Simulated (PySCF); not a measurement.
# C: excitation energy

C [He] 2s2 2p2 (3P) → C [He] 2s2 2p1 3s1, s spin flipped, as a difference of total energies. Computed with PySCF 2.14 in x2c-QZVPPall with one added diffuse shell each of s, p, d, f type (8s5p4d3f1g, 73 functions), with scalar relativity by spin-free X2C-1e. Correlated levels: valence: 1s2 frozen; valence and next inner shell: nothing frozen. The calculations carry no spin-orbit coupling.

| method | excitation energy (eV) |
| --- | --- |
| UHF | 7.605 |
| LDA | 8.083 |
| PBE | 7.902 |
| PBE0 | 7.923 |
| LC-wPBE | 8.171 |
| B3LYP | 7.923 |
| MP2 (valence) | 7.904 |
| SCS-MP2 (valence) | 7.785 |
| MP2 (valence and next inner shell) | 7.923 |
| SCS-MP2 (valence and next inner shell) | 7.799 |

Estimate what r2SCAN gives.

8.192 eV, closest to LC-wPBE among the rows shown.

Estimate what MN15 gives.

8.070 eV, closest to LDA among the rows shown.

The upper determinant mixes two multiplicities, so it lies between the two terms.

The promoted electron is Rydberg-like, and one or two diffuse shells describe it only roughly, which tends to raise the upper state.
